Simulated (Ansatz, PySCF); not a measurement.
Species: sum formula SiNH, charge 0, multiplicity 1. 
Structure (B3LYP-D3(BJ)/def2-TZVP (Ansatz, a program for electronic structure) minimum search):
```
N
H 1 1.0000
Si 1 1.5495 2 180.00
```

Wanted: vertical ionisation energy (to the doublet state of charge +1; each state is the SCF solution reached for its spin), in eV. Correlated levels leave the core frozen unless marked. UHF or UKS for open shells. Spin-orbit coupling is left out. Non-relativistic. Basis-set limits of correlation are two-point, X^-3; Hartree-Fock from the larger set.

```json
[
 {"level": "SVWN5/def2-TZVPD", "program": "Ansatz", "vertical ionisation energy (eV)": "10.94", "minus last row": "0.34"},
 {"level": "PBE/def2-TZVPD", "program": "Ansatz", "vertical ionisation energy (eV)": "10.60", "minus last row": "0.00"},
 {"level": "r2SCAN/def2-TZVPD", "program": "Ansatz", "vertical ionisation energy (eV)": "10.45", "minus last row": "-0.15"},
 {"level": "B3LYP/def2-TZVPD", "program": "Ansatz", "vertical ionisation energy (eV)": "10.44", "minus last row": "-0.16"},
 {"level": "PBE0/def2-TZVPD", "program": "Ansatz", "vertical ionisation energy (eV)": "10.37", "minus last row": "-0.23"},
 {"level": "BHLYP/def2-TZVPD", "program": "Ansatz", "vertical ionisation energy (eV)": "10.00", "minus last row": "-0.60"},
 {"level": "CAM-B3LYP/def2-TZVPD", "program": "Ansatz", "vertical ionisation energy (eV)": "10.38", "minus last row": "-0.22"},
 {"level": "wB97X-V/def2-TZVPD", "program": "Ansatz", "vertical ionisation energy (eV)": "10.37", "minus last row": "-0.23"},
 {"level": "CCSD/def2-SVPD", "program": "Ansatz", "vertical ionisation energy (eV)": "10.28", "minus last row": "-0.32"},
 {"level": "CCSD/aug-cc-pV(T+d)Z", "program": "Ansatz", "vertical ionisation energy (eV)": "10.30", "minus last row": "-0.30"},
 {"level": "CCSD/def2-TZVPPD", "program": "Ansatz", "vertical ionisation energy (eV)": "10.28", "minus last row": "-0.32"},
 {"level": "CCSD/aug-cc-pV(Q+d)Z", "program": "Ansatz", "vertical ionisation energy (eV)": "10.33", "minus last row": "-0.27"},
 {"level": "CCSD/def2-QZVPPD", "program": "Ansatz", "vertical ionisation energy (eV)": "10.32", "minus last row": "-0.28"},
 {"level": "CCSD/CBS(aug-cc-pV(T+d)Z,aug-cc-pV(Q+d)Z)", "program": "Ansatz", "vertical ionisation energy (eV)": "10.36", "minus last row": "-0.24"},
 {"level": "CCSD(T)/aug-cc-pV(D+d)Z", "program": "Ansatz", "vertical ionisation energy (eV)": "10.43", "minus last row": "-0.17"},
 {"level": "CCSD(T)/def2-SVPD", "program": "Ansatz", "vertical ionisation energy (eV)": "10.46", "minus last row": "-0.14"},
 {"level": "CCSD(T)/def2-TZVPPD", "program": "Ansatz", "vertical ionisation energy (eV)": "10.50", "minus last row": "-0.10"},
 {"level": "CCSD(T)/aug-cc-pV(Q+d)Z", "program": "Ansatz", "vertical ionisation energy (eV)": "10.57", "minus last row": "-0.03"},
 {"level": "CCSD(T)/def2-QZVPPD", "program": "Ansatz", "vertical ionisation energy (eV)": "10.55", "minus last row": "-0.05"},
 {"level": "CCSD(T)/CBS(def2-TZVPPD,def2-QZVPPD)", "program": "Ansatz", "vertical ionisation energy (eV)": "10.59", "minus last row": "-0.01"},
 {"level": "CCSD(T)/CBS(aug-cc-pV(T+d)Z,aug-cc-pV(Q+d)Z)", "program": "Ansatz", "vertical ionisation energy (eV)": "10.60", "minus last row": "0.00"}
]
```

For comparison, minus the highest occupied orbital energy (PySCF): 8.14 eV at PW6B95/def2-TZVPD, 6.97 eV at BP86/def2-TZVPD, 7.15 eV at r2SCAN/def2-TZVPD.
